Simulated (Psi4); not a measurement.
Pair of molecules, SMILES Cl with SMILES C=CC, pulled apart as rigid monomers along the line of their centres of mass from the B3LYP-D3(BJ)/def2-TZVP minimum (SMILES order as in the coordinates).
Starting geometry (charge 0, multiplicity 1):
```xyz
11

Cl     0.241     0.211     0.538
H      0.549     0.091     1.793
C      1.127    -0.519     3.953
C      0.218     0.440     4.107
C     -1.261     0.234     4.109
H      0.839    -1.557     3.827
H      2.188    -0.303     3.963
H      0.558     1.465     4.235
H     -1.733     0.807     3.306
H     -1.520    -0.817     3.976
H     -1.699     0.584     5.047
```

Level of theory: Psi4 1.11 with SAPT0/jun-cc-pV(D+d)Z.

```json
[
 {"H2···C3 (Å)": "2.11", "electrostatics (kJ/mol)": "-42.9", "exchange (kJ/mol)": "…", "induction (kJ/mol)": "-26.6", "dispersion (kJ/mol)": "…", "total": "-10.2"},
 {"H2···C3 (Å)": "2.32", "electrostatics (kJ/mol)": "-27.2", "exchange (kJ/mol)": "40.1", "induction (kJ/mol)": "-14.5", "dispersion (kJ/mol)": "-12.4", "total": "-14.0"},
 {"H2···C3 (Å)": "2.64", "electrostatics (kJ/mol)": "-15.1", "exchange (kJ/mol)": "14.4", "induction (kJ/mol)": "-6.0", "dispersion (kJ/mol)": "-6.8", "total": "-13.5"},
 {"H2···C3 (Å)": "3.19", "electrostatics (kJ/mol)": "-6.8", "exchange (kJ/mol)": "2.5", "induction (kJ/mol)": "-1.5", "dispersion (kJ/mol)": "-2.7", "total": "-8.6"},
 {"H2···C3 (Å)": "4.09", "electrostatics (kJ/mol)": "-2.6", "exchange (kJ/mol)": "0.1", "induction (kJ/mol)": "-0.2", "dispersion (kJ/mol)": "-0.8", "total": "-3.5"}
]
```

Some entries are withheld; supply them.


- 2.11, exchange (kJ/mol): 78.2
- 2.11, dispersion (kJ/mol): -19.0
